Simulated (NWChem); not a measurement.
System: SiSbH$_{5}$; SMILES [SiH3][SbH2]

NWChem input:

```
start job
memory heap 200 mb stack 900 mb global 1100 mb
geometry units angstroms noautoz
  Sb     0.018032     0.662717     0.021061
  H     -1.224650     0.669991     1.204957
  H     -1.138328     0.685781    -1.247152
  Si     0.033489    -1.922240     0.005260
  H      0.810555    -2.391379    -1.182681
  H     -1.339299    -2.508616    -0.049527
  H      0.720347    -2.406563     1.241678
end
basis spherical
  * library sto-3g
end
dft
  xc xtpss03 ctpss03
  iterations 150
  mulliken
end
task dft energy
```

Structure relaxed at the PBE0/def2-SVP (def2 core potentials past Kr) level.

Problem. Give the results of this calculation. (TPSS/STO-3G, non-relativistic.) Quantities: basis functions; energy (Ha); highest occupied level (eV); orbital gap (eV); dipole (D).

Solution. 
| Item | Result |
|---|---|
| number of basis functions | 41 |
| energy (Ha) | -6542.31 |
| highest occupied level (eV) | -3.44 |
| orbital gap (eV) | 6.52 |
| dipole (D) | 1.15 |
